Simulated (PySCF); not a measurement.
Species: PhCF2CH3, C8H8F2.
Z-matrix (Å and degrees, PBE0-D3(BJ)/def2-SVP geometry), rows numbered from 1:
```
C 
C   1  1.5095
F   2  1.3631  1  108.59
F   2  1.3618  1  108.63  3  -115.40
C   2  1.5117  1  114.03  3   122.09
C   5  1.3955  2  120.42  1    95.52
C   6  1.3938  5  120.01  2  -177.59
C   7  1.3937  6  120.19  5    -0.05
C   8  1.3948  7  119.82  6    -0.25
C   9  1.3926  8  120.11  7     0.23
H   1  1.0992  2  109.01  3    56.39
H   1  1.0979  2  110.06  3   -63.66
H   1  1.0979  2  109.92  3   176.48
H   6  1.0916  5  119.47  2     3.04
H   7  1.0926  6  119.74  5  -179.76
H   8  1.0926  7  120.10  6  -179.99
H   9  1.0926  8  120.09  7  -179.43
H  10  1.0922  5  119.59  2    -3.25
```

Computed with PySCF at B3LYP/def2-SVPD, non-relativistic, on one gas-phase PBE0-D3(BJ)/def2-SVP geometry that isn't relaxed in the solvent. The solvent is an IEF-PCM continuum (cavity from Bondi-type radii × 1.2), and excitations are vertical TDDFT with non-equilibrium linear response and a frozen core. Only the electrostatic response of the medium enters.

Gas-phase singlets (H = HOMO, L = LUMO):

```csv
state,E (eV),λ (nm),f,leading configurations
S1,5.355,232,0.001,"H-1→L 52%, H→L+1 46%"
S2,6.016,206,0.017,"H→L 60%, H-1→L+1 38%"
S3,6.869,181,0.219,"H-1→L+2 41%, H→L+1 20%"
S4,6.901,180,0.206,"H→L+2 58%, H-1→L+1 14%"
S5,6.961,178,0.552,"H-1→L+1 37%, H→L+2 30%"
```

Q: How does the list change in benzene (ε = 2.271)?

A: 
```json
{"state": "S1", "E (eV)": "5.350", "λ (nm)": "232", "f": "0.002", "leading configurations": "H-1→L 52%, H→L+1 44%", "change by rank (eV)": "-0.005"}
{"state": "S2", "E (eV)": "5.981", "λ (nm)": "207", "f": "0.027", "leading configurations": "H→L 60%, H-1→L+1 35%", "change by rank (eV)": "-0.035"}
{"state": "S3", "E (eV)": "6.707", "λ (nm)": "185", "f": "0.575", "leading configurations": "H→L+1 38%, H-1→L 34%", "change by rank (eV)": "-0.162"}
{"state": "S4", "E (eV)": "6.722", "λ (nm)": "184", "f": "0.904", "leading configurations": "H-1→L+1 48%, H→L 27%", "change by rank (eV)": "-0.179"}
{"state": "S5", "E (eV)": "6.951", "λ (nm)": "178", "f": "0.029", "leading configurations": "H→L+2 94%", "change by rank (eV)": "-0.010"}
```

Q: How does the list change in chloroform (ε = 4.711)?

A: 
| state | E (eV) | λ (nm) | f | leading configurations | change by rank (eV) |
| --- | --- | --- | --- | --- | --- |
| S1 | 5.354 | 232 | 0.002 | H-1→L 51%, H→L+1 43% | -0.001 |
| S2 | 5.986 | 207 | 0.027 | H→L 59%, H-1→L+1 34% | -0.030 |
| S3 | 6.728 | 184 | 0.559 | H→L+1 36%, H-1→L 32% | -0.141 |
| S4 | 6.741 | 184 | 0.883 | H-1→L+1 45%, H→L 25% | -0.160 |
| S5 | 6.977 | 178 | 0.035 | H→L+2 93% | +0.016 |

Q: How do the frontier levels move from gas to chloroform?

A: 
| orbital | gas (eV) | solvent (eV) | change (eV) |
| --- | --- | --- | --- |
| LUMO+2 | 0.41 | 0.54 | +0.13 |
| LUMO+1 | -0.73 | -0.64 | +0.09 |
| LUMO | -0.88 | -0.80 | +0.08 |
| HOMO | -7.35 | -7.28 | +0.07 |
| HOMO-1 | -7.38 | -7.30 | +0.08 |
| HOMO-2 | -9.27 | -9.24 | +0.03 |
| HOMO-3 | -9.80 | -9.66 | +0.14 |

The HOMO–LUMO gap goes from 6.47 to 6.48 eV.
